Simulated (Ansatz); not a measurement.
Frontier orbitals of C7H8Cl2Si, SMILES `C[Si](Cl)(Cl)c1ccccc1`.

Z-matrix (Å, degrees):
```
C
Si 1 1.850
H 1 1.092 2 109.6
H 1 1.092 2 110.7 3 -119.5
H 1 1.092 2 110.7 3 119.5
Cl 2 2.057 1 109.1 3 57.8
Cl 2 2.057 1 109.0 3 -58.2
C 2 1.853 1 114.0 3 179.8
C 8 1.394 2 120.6 1 0.9
C 8 1.396 2 120.8 1 -179.1
C 9 1.387 8 120.8 2 180.0
H 9 1.085 8 120.2 2 -0.1
C 10 1.384 8 120.7 2 -180.0
H 10 1.085 8 119.9 2 0.1
C 11 1.386 9 119.9 8 -0.0
H 11 1.084 9 120.0 8 180.0
H 13 1.084 10 119.9 8 -180.0
H 15 1.084 11 120.0 9 180.0
```

Charge 0, multiplicity 1. Geometry: relaxed with PBE0-D4/def2-TZVP. It is one conformer, not always the lowest. Basis def2-TZVPP, Ansatz 0.2.0.

A caution on the coupled-cluster cation, which keeps the state that its UHF reference found: spin contamination of the cation.

```
 functional  HOMO (eV)  LUMO (eV)  gap (eV)
LDA (SPW92)      -6.82      -2.13      4.69
        PBE      -6.61      -1.89      4.72
     revPBE      -6.53      -1.79      4.74
       PBE0      -7.60      -1.03      6.57
    r2SCAN0      -7.74      -0.95      6.79
      BHLYP      -8.38      -0.01      8.37
    ωB97X-V      -9.76       1.03     10.79
    ωB97M-V      -9.68       0.95     10.63
```

What is the vertical ionisation energy at frozen-core CCSD(T)/CBS(def2)? (Best estimate.)

Computed: 9.65 eV (T1 of the cation 0.023).

Against PBE, PBE0 changes HOMO and LUMO by −1.00 and +0.86 eV, ωB97M-V by −3.07 and +2.83 eV. A gap of 4.72 eV thus becomes 10.63 eV for the same molecule, so an orbital gap means little without its functional. A positive LUMO is unbound and depends on the basis. −ε(HOMO) differs from that ionisation energy by −3.04 eV with PBE and +0.03 eV with ωB97M-V.
